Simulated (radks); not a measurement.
Results of a calculation; reference values are marked as such.
The bismuth ion Bi2+, configuration [Xe] 4f14 5d10 6s1 6p2 (not the ground configuration). Code: a radial shooting solver on a logarithmic mesh with Libxc functionals. Model: scalar-relativistic Kohn-Sham, HCTH/407, spin-polarised, spherical densities, finite nucleus; open shells are filled with parallel spins first (spin-orbit coupling, left out, can overturn this in heavy ions); Fermi nuclear charge, rms radius 5.5211 fm.

Local quantities along the radius. ELF = 1/(1 + alpha^2) is the electron localisation function; alpha = (tau - tau_W)/tau_unif compares the Pauli kinetic energy density with that of the uniform gas (summed over spins). tau is taken from the large components.

r (bohr),ELF,alpha
0.0009512,1.000,0.02206
0.001279,0.999,0.02429
0.001733,0.999,0.02788
0.002349,0.999,0.03361
0.003158,0.998,0.04288
0.00428,0.996,0.05963
0.005801,0.992,0.09192
0.007799,0.976,0.1581
0.01057,0.909,0.3157
0.01432,0.680,0.6863
0.01926,0.387,1.259
0.0261,0.367,1.313
0.03537,0.612,0.7964
0.04756,0.742,0.5896
0.06446,0.573,0.8627
0.08735,0.349,1.365
0.1174,0.582,0.8476
0.1592,0.695,0.6626
0.2157,0.331,1.421
0.29,0.488,1.024
0.3931,0.717,0.6281
0.5327,0.450,1.106
0.722,0.380,1.279
0.9707,0.674,0.6962
1.315,0.535,0.9318
1.783,0.358,1.338
2.397,0.530,0.9411
3.249,0.541,0.9211
4.403,0.177,2.157
5.919,0.010,9.999
8.022,0.000,126.1

On this mesh the ELF has minima near r = 0.022, 0.087, 0.25, 0.62, 1.8 bohr, which separate the shells, and maxima near 0.048 (0.74), 0.14 (0.70), 0.39 (0.72), 0.97 (0.67), 2.8 (0.59).
